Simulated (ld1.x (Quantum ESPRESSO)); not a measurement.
**Reading a pseudo-wave (Si)**

Columns: radius, all-electron u(r) and pseudo u(r) of the 3p shell (level -4.17 eV) of silicon in the configuration [Ne] 3s2 3p2; LDA (PZ), scalar-relativistic, TM scheme, ld1.x (Quantum ESPRESSO) 7.5.

| r (bohr) | all-electron | pseudo |
| --- | --- | --- |
| 0.118 | 0.1278 | -0.0053 |
| 0.235 | 0.2421 | -0.0210 |
| 0.353 | 0.2595 | -0.0466 |
| 0.470 | 0.2068 | -0.0810 |
| 0.588 | 0.1160 | -0.1234 |
| 0.705 | 0.0112 | -0.1718 |
| 0.822 | -0.0951 | -0.2248 |
| 0.940 | -0.1962 | -0.2809 |
| 1.058 | -0.2870 | -0.3376 |
| 1.175 | -0.3654 | -0.3925 |
| 1.292 | -0.4318 | -0.4439 |
| 1.410 | -0.4869 | -0.4907 |
| 1.528 | -0.5310 | -0.5309 |
| 1.645 | -0.5646 | -0.5634 |
| 1.763 | -0.5893 | -0.5883 |
| 1.880 | -0.6060 | -0.6054 |
| 1.998 | -0.6159 | -0.6157 |
| 2.115 | -0.6198 | -0.6198 |
| 2.232 | -0.6188 | -0.6188 |
| 2.350 | -0.6135 | -0.6135 |
| 2.468 | -0.6048 | -0.6048 |
| 2.585 | -0.5933 | -0.5933 |
| 2.702 | -0.5796 | -0.5796 |
| 2.820 | -0.5641 | -0.5641 |
| 2.938 | -0.5471 | -0.5471 |
| 3.055 | -0.5293 | -0.5293 |

Task: How many radial nodes do the two functions have?

Result: The all-electron 3p function has n − l − 1 = 1; the pseudo-wave has 0, since the states of the same l below it are removed with the core.

Task: At about which radius was the pseudo-wave matched?

Result: 2.35 bohr. The columns agree to 0.0005 from 2.00 bohr on; several derivatives are matched, so the curves merge somewhat inside the radius.

Task: Is the pseudo-wave norm-conserving?

Result: Yes: the TM scheme keeps the norm inside the radius equal to the all-electron one, which fixes the energy derivative of the logarithmic derivative at the level.
